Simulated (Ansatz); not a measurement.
`CCBCC` → `BCC(C)C`  (isomerisation)

Computed with Ansatz on PBE0-D4/def2-TZVP structures; ΔE is electronic, products minus reactants. CCSD(T)/CBS adds triple-zeta CCSD(T) − MP2 to the extrapolated MP2 energy (def2 sets, frozen cores). DFT in def2-TZVPP. B3LYP here is the variant with VWN-RPA as its local correlation; programs differ in this. One conformer a species, not always the lowest.

`CCBCC`:

Z-matrix (Å, degrees):
```
C
C 1 1.524
H 1 1.093 2 111.1
H 1 1.093 2 111.0 3 119.1
H 1 1.093 2 112.2 3 -120.1
B 2 1.559 1 117.6 3 -67.0
H 2 1.097 1 111.4 3 63.7
H 2 1.107 1 109.2 3 177.8
C 6 1.558 2 122.3 1 154.2
H 6 1.207 2 118.8 1 -25.8
C 9 1.524 6 117.6 2 154.8
H 9 1.107 6 101.8 2 -85.9
H 9 1.097 6 111.6 2 24.2
H 11 1.093 9 111.0 6 52.2
H 11 1.093 9 111.1 6 -66.9
H 11 1.093 9 112.2 6 173.0
```

`BCC(C)C`:

Z-matrix (Å, degrees):
```
C
C 1 1.526
B 1 1.548 2 118.5
H 1 1.109 2 109.9 3 -116.0
H 1 1.099 2 110.8 3 130.9
C 2 1.522 1 110.4 3 -67.2
C 2 1.521 1 111.8 3 168.9
H 2 1.098 1 107.6 3 50.2
H 3 1.199 1 120.3 2 167.9
H 3 1.200 1 121.4 2 -15.9
H 6 1.095 2 110.6 1 -61.9
H 6 1.093 2 111.5 1 178.3
H 6 1.094 2 111.3 1 57.9
H 7 1.095 2 110.6 1 61.2
H 7 1.093 2 111.4 1 -58.5
H 7 1.093 2 111.5 1 -179.1
```

Is it downhill or uphill in electronic energy at CCSD(T)/CBS, and by how much? (Best estimate.)

Ansatz gave: Uphill: ΔE = +32.7 kJ/mol.

What do these levels give: PBE, B3LYP, MP2/def2-TZVPP, MP2/def2-QZVPP, SCS-MP2/def2-QZVPP, MP2/CBS(def2)? (An estimate is asked.)

Computed: PBE 44.2, B3LYP 43.3, MP2/def2-TZVPP 30.1, MP2/def2-QZVPP 30.5, SCS-MP2/def2-QZVPP 30.7, MP2/CBS(def2) 30.8 kJ/mol.

Largest T1 diagnostic among the species: 0.009.

At CCSD(T), def2-SVP lies −3.3 kJ/mol from the extrapolated value and def2-TZVPP −0.7 kJ/mol. In def2-TZVPP, CCSD(T) changes the Hartree–Fock value by −4.7 kJ/mol (the triples alone add −1.0 kJ/mol) and MP2 by −6.6 kJ/mol. Leaving LDA and LC-ωPBE aside and taking each functional with its dispersion term where it has one, the values, not all of them listed here, spread over 6.6 kJ/mol, from ωB97X-V to PBE-D4. LDA lies −6.6 kJ/mol from PBE without D4.
